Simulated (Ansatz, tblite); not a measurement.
Isomers of Mg$_{4}$H$_{3}$ (doublet), found by a short tight-binding search and relaxed with r2SCAN-D4/def2-TZVP in Ansatz.

The xTB rows come from tblite. Correlated methods freeze 4 core orbitals; core or outer-core shells of Mg are correlated, in sets that lack core-valence functions.

Run but left out: HF/def2-SVP, MP2/def2-SVP (A: ⟨S²⟩ 1.09, where a pure state has 0.75).

A: At r2SCAN-D4/def2-TZVP, ωB97X-V/def2-TZVP, CCSD(T)/def2-SVP the charge 0 doublet is spin-contaminated (final ⟨S²⟩ up to 1.09, 0.75 for a pure state). B: At CCSD(T)/def2-SVP the charge 0 doublet is spin-contaminated (final ⟨S²⟩ up to 0.96, 0.75 for a pure state).

Other spin states were run for one of them alone.

A:

```xyz
7

Mg   -1.078   -2.687    1.629
Mg   -0.090    2.972   -0.771
Mg    1.281   -3.060   -0.083
Mg   -0.022    0.177   -0.068
H    -0.131    4.654   -1.192
H    -1.221   -0.915    0.850
H     1.262   -1.141   -0.365
```

B:

Cartesian coordinates in Å:
```
Mg 0.8813 -0.5768 -1.4532
Mg -0.6465 0.1550 1.6668
Mg -1.9927 0.5506 -1.1052
Mg 0.4907 2.2682 -0.2918
H 1.8849 -1.5363 -2.4595
H 0.3284 -0.6797 0.3205
H -0.9462 -0.1811 3.3225
```

Estimate which lies lowest at each level, and how far above it the others are (kJ/mol).


| level | A | B |
| --- | --- | --- |
| GFN1-xTB | 95.1 | 0.0 |
| GFN2-xTB | 10.9 | 0.0 |
| PBE-D4/def2-TZVP | 15.9 | 0.0 |
| r2SCAN-D4/def2-TZVP | 6.9 | 0.0 |
| B97M-V/def2-TZVP | 0.0 | 4.4 |
| PBE0-D4/def2-TZVP | 5.1 | 0.0 |
| ωB97X-V/def2-TZVP | 0.0 | 12.9 |
| CCSD/def2-SVP | 0.0 | 11.7 |
| CCSD(T)/def2-SVP | 0.0 | 2.2 |
Point groups (tolerance 0.1 Å): A not assigned, B not assigned. Lower isomers may exist.
